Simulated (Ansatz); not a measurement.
Molecule: ZrH2, net charge 0, triplet state. The spin state was set by rule; other spins were not relaxed. 
Coordinates optimised at B3LYP-D3(BJ)/def2-TZVP (Ansatz, an electronic-structure program):
SMILES: [ZrH2]
```xyz
3

Zr     0.0309     0.0071     0.0318
H     -0.3599    -1.7271    -0.5339
H     -0.8769     1.4439    -0.7373
```
Charge 0, spin multiplicity 3.

Dipole moments at this geometry, in debye (magnitudes).

| level | program | dipole (D) |
|---|---|---|
| PBE/def2-TZVPD | Ansatz | 2.35 |
| revPBE/def2-TZVPD | Ansatz | 2.37 |
| r2SCAN/def2-TZVPD | Ansatz | 2.59 |
| r2SCANh/def2-TZVPD | Ansatz | 2.65 |
| r2SCAN0/def2-TZVPD | Ansatz | (withheld) |
| HSE06/def2-TZVPD | Ansatz | 2.57 |
| CAM-B3LYP/def2-TZVPD | Ansatz | 2.64 |
| LC-wPBE/def2-TZVPD | Ansatz | 2.72 |
| wB97X-V/def2-TZVPD | Ansatz | 2.61 |
| CCSD(T)/def2-SVPD | Ansatz | (withheld) |

### Question
Complete the blanks.

### Answer

- r2SCAN0/def2-TZVPD, dipole (D): 2.75
- CCSD(T)/def2-SVPD, dipole (D): 2.47
